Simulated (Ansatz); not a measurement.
The cluster Mg4O7H6 (the lowest singlet isomer of a short search) was relaxed with PBE0-D4 (def2-SVP) in Ansatz in these states: charge +1 doublet, neutral singlet. The geometries follow in no particular order.

A:

```xyz
17

Mg   -0.165    1.684   -1.377
Mg    1.641   -3.460    0.371
Mg    0.581   -0.796   -0.300
Mg   -1.619    2.091    0.961
O     0.109    1.055    0.546
O    -1.120    0.405   -0.105
O     0.912    0.276   -2.010
O     2.159   -1.599    0.557
O    -2.663    2.725    2.291
O    -1.245    3.101   -0.751
O     0.083   -2.688   -0.491
H     2.896   -1.168    0.989
H    -1.578    3.967   -0.987
H    -0.727   -3.065   -0.834
H     2.267   -5.009    0.745
H     1.451    0.019   -2.756
H    -2.984    2.462    3.150
```

B:

```xyz
17

Mg    1.8201    0.4611    1.2990
Mg   -3.0539    1.5896   -1.5040
Mg   -0.5980    0.8448   -0.1394
Mg    1.6659   -2.1859    0.4412
O     1.0309   -0.4507   -0.3972
O     0.2364   -0.8053    0.8534
O     0.6712    1.9258    0.9868
O    -1.1957    1.5535   -1.8973
O     1.7555   -4.0034   -0.0275
O     2.8927   -1.1000    1.5347
O    -2.5554    0.9063    0.1971
H    -0.6603    1.7566   -2.6664
H     3.7061   -1.3374    1.9847
H    -3.0294    0.6288    0.9831
H    -4.6047    2.0581   -2.3577
H     0.6265    2.8540    1.2203
H     1.2920   -4.6958   -0.5108
```

Q: Judge from the bond lengths which geometry belongs to which state (an estimate).

A: A is the neutral singlet (Mg2–H15 1.712 Å, Mg4–O9 1.806 Å, Mg4–O10 2.023 Å); B is the charge +1 doublet (Mg2–H15 1.831 Å, Mg4–O9 1.879 Å, Mg4–O10 1.970 Å).

The restricted singlet is unstable towards broken spin symmetry in Hartree–Fock (as tested in another run); at PBE0-D4/def2-SVP this wasn't settled. These are the stationary points nearest to one start from a short search; other shapes may lie lower in each state.
